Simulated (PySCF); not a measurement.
# What a mistake does to a calculation on CGeH6NO

All numbers below are calculated, not measured. The program is PySCF 2.14.0, an open-source quantum chemistry code, run on an isolated molecule that a program drew, which may never have been made. The molecule is CGeH6NO (charge 0, doublet), drawn as the SMILES string `[CH2][O][GeH2][NH2]`.

Each row is a Hartree-Fock (HF) and frozen-core CCSD(T) single point in the cc-pVDZ basis, meant for a local HF minimum. Run 1 is clean. Each other run has one planted mistake out of seven kinds, and not every kind appears here: one electron removed, one electron added, multiplicity raised by two, geometry at a saddle point, minimal basis STO-3G, one bond length entered in bohr, all coordinates scaled. The reference is restricted for singlets and unrestricted otherwise, and also for a bond in bohr. Adding or removing an electron swaps singlet and doublet. Electrons count all cores. HOMO and LUMO are orbital energies over both spins, the gradient is its largest component, and the lowest frequency (negative if imaginary) is given only where the gradient is small. Bond lengths are over the 9 bonds as drawn. T1 is the CCSD diagnostic: over 0.02 (restricted) or 0.045 (unrestricted) a single reference is doubtful. Germanium has the cc-pVDZ-PP basis, with a core potential (ECP10MDF) in place of its 10 inner electrons, and its 3s, 3p and 3d shells are frozen in CCSD(T).

Geometry of the clean run:
```xyz
10
CGeH6NO, angstrom
C    -1.0037    0.2615    1.0589
O     0.2489    0.6730    0.7484
Ge    1.2038    1.7920    1.7586
N     1.4476    1.0235    3.3948
H    -1.4708   -0.3489    0.2951
H    -1.6293    0.9171    1.6600
H     2.4656    1.9941    0.9264
H     0.4159    3.0823    1.9822
H     2.0925    0.2539    3.4310
H     1.6595    1.6636    4.1401
```

| run | electrons | basis functions | <S^2> | HOMO (eV) | LUMO (eV) | gradient (hartree/bohr) | lowest frequency (cm^-1) | mean bond (Å) | longest bond (Å) | T1 | HF (hartree) | CCSD(T) (hartree) | mistake |
|---|---|---|---|---|---|---|---|---|---|---|---|---|---|
| 1 | 59 | 95 | 0.760 | -8.71 | 4.26 | 3.9e-06 | 49 | 1.3552 | 1.824 | 0.0153 | -464.02601 | -464.65775 | no fault |
| 2 | 59 | 95 | 3.769 | -3.01 | -0.02 | 7.4e-02 | - | 1.3552 | 1.824 | 0.0199 | -463.80354 | -464.41665 | multiplicity raised by two |
| 3 | 59 | 95 | 0.762 | -9.08 | 3.97 | 3.6e-02 | - | 1.4284 | 1.922 | 0.0174 | -463.99954 | -464.64549 | all coordinates scaled |
| 4 | 59 | 95 | 1.721 | -10.61 | 2.82 | 2.3e-02 | - | 1.4891 | 2.560 | 0.0223 | -463.91806 | -464.49893 | ? |

**Which mistake was planted in run 4, and what did it cost?**

The mean bond changes by a factor of 1.099 and the longest by 1.404, so the molecule wasn't scaled as a whole. A length L in bohr read as angstrom grows by (1/0.5292 - 1) L = 0.890 L. The 9 bonds together grew by 9 x 0.1339 = 1.205 Å, which gives L = 1.354 Å. That is bond C1-O2, 1.355 Å in the clean geometry. So the mistake is: one bond length entered in bohr. Subtracting run 1 and multiplying by 627.51 kcal/mol a hartree, the energy moved by 67.7 kcal/mol in HF and 99.7 kcal/mol in CCSD(T).

